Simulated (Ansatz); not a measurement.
Consider the ligand exchange at the Si–O bond: `[F][Ga]([F])[O][SiH3]` + `[OH][GeH]` → `[SiH3][O][GeH]` + `[OH][Ga]([F])[F]`.

Program: Ansatz. Geometries: PBE0-D4/def2-TZVP. ΔE: electronic, gas phase. CBS: MP2 limit from def2 TZ/QZ plus the TZ coupled-cluster correction, frozen cores. DFT in def2-TZVPP. B3LYP here is the variant with VWN-RPA as its local correlation; programs differ in this. HSE06 is defined as in plane-wave codes. For Ga, Ge outer-core shells are correlated without core-valence functions, which leaves a few kJ/mol of doubt a bond. Scalar relativity is left out up to krypton. Each species was taken in one conformer, which may not be the lowest.

(1) Is it downhill or uphill in electronic energy at CCSD(T)/CBS, and by how much? (An estimate is asked.)

(2) What do these levels give: LDA (SPW92), B97M-V, r2SCANh-D4, HSE06-D4, B2PLYP, revPBE, B3LYP, LC-ωPBE, RPA@PBE/def2-TZVPP, HF/def2-TZVPP, HF/def2-QZVPP, CCSD/CBS(def2)? (Best estimate.)

Largest T1 diagnostic among the species: 0.016.

Answers

(1) Ansatz gave: Uphill: ΔE = +4.2 kJ/mol.

(2) Computed: LDA (SPW92) 2.1, B97M-V 2.6, r2SCANh-D4 4.8, HSE06-D4 3.4, B2PLYP 4.0, revPBE 2.8, B3LYP 3.4, LC-ωPBE 5.1, RPA@PBE/def2-TZVPP 6.1, HF/def2-TZVPP 6.7, HF/def2-QZVPP 7.0, CCSD/CBS(def2) 4.5 kJ/mol.

Leaving LDA and LC-ωPBE aside and taking each functional with its dispersion term where it has one, the values, not all of them listed here, spread over 3.7 kJ/mol, from revPBE-D4 to r2SCAN0-D4.
